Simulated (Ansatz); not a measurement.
Reaction (redistribution): `O[SiH](O)N[SiH](Cl)Cl` + `[SiH3]C[SiH](Cl)Cl` → `O[SiH](O)C[SiH](Cl)Cl` + `[SiH3]N[SiH](Cl)Cl`

Calculated with Ansatz (gas phase, PBE0-D4/def2-TZVP geometries, no zero-point term in ΔE). CBS: MP2 limit from def2 TZ/QZ plus the TZ coupled-cluster correction, frozen cores. DFT in def2-TZVPP. Each species was taken in one conformer, which may not be the lowest.

Q: Is it downhill or uphill in electronic energy at CCSD(T)/CBS, and by how much? (Best estimate.)

A: Ansatz gave: Uphill: ΔE = +0.09 eV.

Q: What do these levels give: r2SCAN-D4, PBE0-D4, ωB97X-V, r2SCAN, SCS-MP2/def2-TZVPP, CCSD/def2-TZVPP? (Estimate.)

A: Ansatz gave: r2SCAN-D4 0.10, PBE0-D4 0.08, ωB97X-V 0.07, r2SCAN 0.10, SCS-MP2/def2-TZVPP 0.08, CCSD/def2-TZVPP 0.09 eV.

Largest T1 diagnostic among the species: 0.010.
